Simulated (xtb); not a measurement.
hexachlorodisiloxane (Cl6OSi2), singlet, geometry from GFN2-xTB; xtb with GFN0-xTB.

Input for xtb:
```
$ xtb mol.xyz --gfn 0 --ohess --json

# file mol.xyz
9

Cl     2.25161787     0.11558785    -1.77772796
Si     1.56528168     0.36778438     0.07993072
Cl     2.56435863    -0.72295361     1.41720803
Cl     1.47891432     2.29790753     0.58709745
O      0.04941703    -0.20957542     0.10145374
Si    -1.55065934    -0.42979707    -0.04991088
Cl    -2.08761438     0.28356227    -1.83676581
Cl    -2.41439682     0.57475041     1.44354087
Cl    -1.82817662    -2.39916145     0.09418226
```

Task: What does xtb print? Leave out banner, timings and long lists.

Result: 
```
   ID    Z sym.   atoms
    1   17 Cl     1, 3, 4, 7-9
    2   14 Si     2, 6
    3    8 O      5

           -------------------------------------------------
          |                Calculation Setup                |
           -------------------------------------------------

           -------------------------------------------------
          |                 G F N 0 - x T B                 |
           -------------------------------------------------

          ...................................................
          :                      SETUP                      :
          :.................................................:
          :  # basis functions                  84          :
          :  # atomic orbitals                  76          :
          :  # shells                           26          :
          :  # electrons                        56          :
          :  electronic temp.          300.0000000     K    :
          :  accuracy                    1.0000000          :
          :  -> integral cutoff          0.2500000E+02      :
          :  -> integral neglect         0.1000000E-07      :
          ...................................................

         :::::::::::::::::::::::::::::::::::::::::::::::::::::
         ::                     SUMMARY                     ::
         :::::::::::::::::::::::::::::::::::::::::::::::::::::
         :: total energy             -32.799353427945 Eh    ::
         :: gradient norm              0.050796705234 Eh/a0 ::
         :: HOMO-LUMO gap              5.997070972121 eV    ::
         ::.................................................::
         :: H0 energy                -32.713827304189 Eh    ::
         :: repulsion energy           0.111058605668 Eh    ::
         :: electrostat energy        -0.189798428106 Eh    ::
         :: -> Gsolv                   0.000000000000 Eh    ::
         ::    -> Gsasa                0.000000000000 Eh    ::
         ::    -> Gshift               0.000000000000 Eh    ::
         :: dispersion energy         -0.006786301317 Eh    ::
         :: short-range corr.          0.000000000000 Eh    ::
         :: add. restraining           0.000000000000 Eh    ::
         :: total charge              -0.000000000000 e     ::
         :::::::::::::::::::::::::::::::::::::::::::::::::::::

      -----------------------------------------------------------
     |                   =====================                   |
     |                        A N C O P T                        |
     |                   =====================                   |
     |               Approximate Normal Coordinate               |
     |                Rational Function Optimizer                |
      -----------------------------------------------------------
      -----------------------------------------------------------
     |                   =====================                   |
     |                        A N C O P T                        |
     |                   =====================                   |
     |               Approximate Normal Coordinate               |
     |                Rational Function Optimizer                |
      -----------------------------------------------------------

          ...................................................
          :                      SETUP                      :
          :.................................................:
          :   optimization level            normal          :
          :   max. optcycles                   200          :
          :   ANC micro-cycles                  20          :
          :   degrees of freedom                21          :
          :.................................................:
          :   RF solver                   davidson          :
          :   write xtbopt.log                true          :
          :   linear?                        false          :
          :   energy convergence         0.5000000E-05 Eh   :
          :   grad. convergence          0.1000000E-02 Eh/α :
          :   maxmium RF displ.          1.0000000          :
          :   Hlow (freq-cutoff)         0.1000000E-01      :
          :   Hmax (freq-cutoff)         5.0000000          :
          :   S6 in model hess.         20.0000000          :
          ...................................................

generating ANC from exact Hessian ...
Using Lindh-Hessian (1995)
 Shifting diagonal of input Hessian by    1.0537366142333611E-002
 Lowest  eigenvalues of input Hessian
    0.000000    0.010000    0.000000    0.000000    0.000000    0.000000
    0.000000    0.010698    0.016150    0.016498    0.016548    0.017178
    0.018063    0.020251    0.030111    0.030522    0.034976    0.064601
 Highest eigenvalues
    0.480884    0.480892    0.485570    0.589993    0.853054    2.213357

........................................................................
.............................. CYCLE    1 ..............................
........................................................................
 * total energy  :   -32.7993534 Eh     change        0.0000000E+00 Eh
   gradient norm :     0.0507967 Eh/α   predicted     0.0000000E+00 (   0.00%)
   displ. norm   :     0.2384021 α      lambda       -0.9483590E-02
   maximum displ.:     0.1823325 α      in ANC's #13, #8, #14, ...

........................................................................
.............................. CYCLE    2 ..............................
........................................................................
 * total energy  :   -32.8045886 Eh     change       -0.5235185E-02 Eh
   gradient norm :     0.0137108 Eh/α   predicted    -0.5011296E-02 (  -4.28%)
   displ. norm   :     0.1526809 α      lambda       -0.7381402E-03
   maximum displ.:     0.1475317 α      in ANC's #8, #20, #3, ...

........................................................................
[...]
 * total energy  :   -32.8050584 Eh     change       -0.4697461E-03 Eh
 * total energy  :   -32.8051479 Eh     change       -0.8950622E-04 Eh
 * total energy  :   -32.8051819 Eh     change       -0.3402984E-04 Eh
 * total energy  :   -32.8051940 Eh     change       -0.1207249E-04 Eh
 * total energy  :   -32.8051975 Eh     change       -0.3483714E-05 Eh
   *** GEOMETRY OPTIMIZATION CONVERGED AFTER 7 ITERATIONS ***
         :: total energy             -32.805197451038 Eh    ::
[...]
Refinement of some symmetry elements was terminated before convergence was reached.
Some symmetry elements may remain unidentified.
Molecule has the following symmetry elements: (C2)
It seems to be the C2 point group
eigval :      220.29   332.07   383.35   445.81   446.62   447.08
eigval :      448.49   499.55   911.64
 reduced masses (amu)
   1: 34.37   2: 33.47   3: 33.88   4: 34.38   5: 34.15   6: 33.52   7: 31.93   8: 32.68
   9: 34.92  10: 35.20  11: 35.21  12: 35.40  13: 33.04  14: 33.12  15: 33.40  16: 33.43
  17: 30.66  18: 21.55  19: 22.60  20: 33.90  21: 33.31  22: 31.01  23: 31.02  24: 31.03
  25: 31.03  26: 28.32  27: 18.14
 IR intensities (km·mol⁻¹)
   1:  0.00   2:  0.00   3:  0.00   4:  0.00   5:  0.00   6:  0.00   7:  0.13   8:  0.08
   9:  0.01  10:  0.00  11:  0.00  12:  0.02  13:  0.59  14:  0.83  15:  0.22  16:  0.00
  17:  6.42  18:  9.53  19:  7.76  20:  0.43  21:  0.56  22:  0.33  23:  1.18  24:  1.61
  25:  2.48  26:  0.25  27:  0.30
 Raman intensities (Ä⁴*amu⁻¹)
   1:  0.00   2:  0.00   3:  0.00   4:  0.00   5:  0.00   6:  0.00   7:  0.00   8:  0.00
   9:  0.00  10:  0.00  11:  0.00  12:  0.00  13:  0.00  14:  0.00  15:  0.00  16:  0.00
  17:  0.00  18:  0.00  19:  0.00  20:  0.00  21:  0.00  22:  0.00  23:  0.00  24:  0.00
  25:  0.00  26:  0.00  27:  0.00
 output can be read by thermo (or use thermo option).
 writing <g98.out> molden fake output.
 recommended (thermochemical) frequency scaling factor: 1.0
           -------------------------------------------------
          |             Thermodynamic Functions             |
           -------------------------------------------------

c2  symmetry found (for desy threshold:  0.10E+00) used in thermo
 inverting freq            1   14.082794744861209
 inverting freq            2   6.9523239563619548
 inverting freq            3   2.6241307753169889

          ...................................................
          :                      SETUP                      :
          :.................................................:
          :  # frequencies                          21      :
          :  # imaginary freq.                       0      :
          :  linear?                             false      :
          :  only rotor calc.                    false      :
          :  symmetry                               c2      :
          :  rotational number                       2      :
          :  scaling factor                  1.0000000      :
          :  rotor cutoff                   50.0000000 cm⁻¹ :
          :  imag. cutoff                  -20.0000000 cm⁻¹ :
          :.................................................:

    mode    ω/cm⁻¹     T·S(HO)/kcal·mol⁻¹    T·S(FR)/kcal·mol⁻¹   T·S(vib)
   ------------------------------------------------------------------------
       1     14.08    -2.18570 (  0.63%)    -1.43165 ( 99.37%)    -1.43636
       2      6.95    -2.60383 (  0.04%)    -1.64049 ( 99.96%)    -1.64085
       3      2.62    -3.18108 (  0.00%)    -1.92825 (100.00%)    -1.92825
       4     96.42    -1.05110 ( 93.26%)    -0.86197 (  6.74%)    -1.03835
       5     97.29    -1.04589 ( 93.48%)    -0.85932 (  6.52%)    -1.03372
       6    104.90    -1.00211 ( 95.09%)    -0.83699 (  4.91%)    -0.99401
       7    130.44    -0.87641 ( 97.89%)    -0.77245 (  2.11%)    -0.87421
       8    131.56    -0.87153 ( 97.96%)    -0.76993 (  2.04%)    -0.86945
       9    160.11    -0.75983 ( 99.06%)    -0.71175 (  0.94%)    -0.75938
      10    160.35    -0.75900 ( 99.06%)    -0.71131 (  0.94%)    -0.75855
      11    182.21    -0.68742 ( 99.44%)    -0.67344 (  0.56%)    -0.68734
      12    219.05    -0.58645 ( 99.73%)    -0.61891 (  0.27%)    -0.58653
      13    220.29    -0.58340 ( 99.74%)    -0.61723 (  0.26%)    -0.58349
   ------------------------------------------------------------------------

   temp. (K)  partition function   enthalpy   heat capacity  entropy
                                   cal/mol     cal/K/mol   cal/K/mol   J/K/mol
 298.15  VIB  0.112E+09             7085.078     32.033     50.531
         ROT  0.175E+07              888.752      2.981     31.542
         INT  0.196E+15             7973.831     35.014     82.074
         TR   0.465E+28             1481.254      4.968     42.819
         TOT                        9455.0845    39.9819   124.8931   522.5525

       T/K    H(0)-H(T)+PV         H(T)/Eh          T*S/Eh         G(T)/Eh
   ------------------------------------------------------------------------
    298.15    0.150676E-01    0.274629E-01    0.593407E-01   -0.318778E-01
   ------------------------------------------------------------------------

         :::::::::::::::::::::::::::::::::::::::::::::::::::::
         ::                  THERMODYNAMIC                  ::
         :::::::::::::::::::::::::::::::::::::::::::::::::::::
         :: total free energy         -32.837075275034 Eh   ::
         ::.................................................::
         :: total energy              -32.805197451038 Eh   ::
         :: zero point energy           0.012395259585 Eh   ::
         :: G(RRHO) w/o ZPVE           -0.044273083581 Eh   ::
         :: G(RRHO) contrib.           -0.031877823996 Eh   ::
         :::::::::::::::::::::::::::::::::::::::::::::::::::::
imag cut-off (cm-1) :    5.00
 found            2  significant imaginary frequencies
 writing imag mode distorted coords to xtbhess.xyz
 for further optimization.

optimized geometry written to: xtbopt.xyz

           -------------------------------------------------
          | TOTAL ENERGY              -32.805197451038 Eh   |
          | TOTAL ENTHALPY            -32.777734555230 Eh   |
          | TOTAL FREE ENERGY         -32.837075275034 Eh   |
          | GRADIENT NORM               0.000591742341 Eh/α |
          | HOMO-LUMO GAP               5.883166072157 eV   |
           -------------------------------------------------

normal termination of xtb
```
